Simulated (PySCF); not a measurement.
Gd: excitation energy

Gd [Xe] 4f7 5d1 6s2 (9D) → Gd [Xe] 4f8 6s2 (7F), as a difference of total energies. Calculation: PySCF 2.14, in ANO-RCC-VTZP (8s7p5d3f2g1h, 104 functions); scalar relativity by spin-free X2C-1e. The calculations carry no spin-orbit coupling.

```tsv
method	excitation energy (eV)
UHF	4.512
M06-2X	1.669
B97-3	0.882
```

Q: Which method comes closest to the reference value, and which is furthest?

A: The reference is 1.500 eV (measured; NIST levels, between the centres of gravity of the two terms). Closest: M06-2X (error 0.169 eV); furthest: UHF (error 3.012 eV).
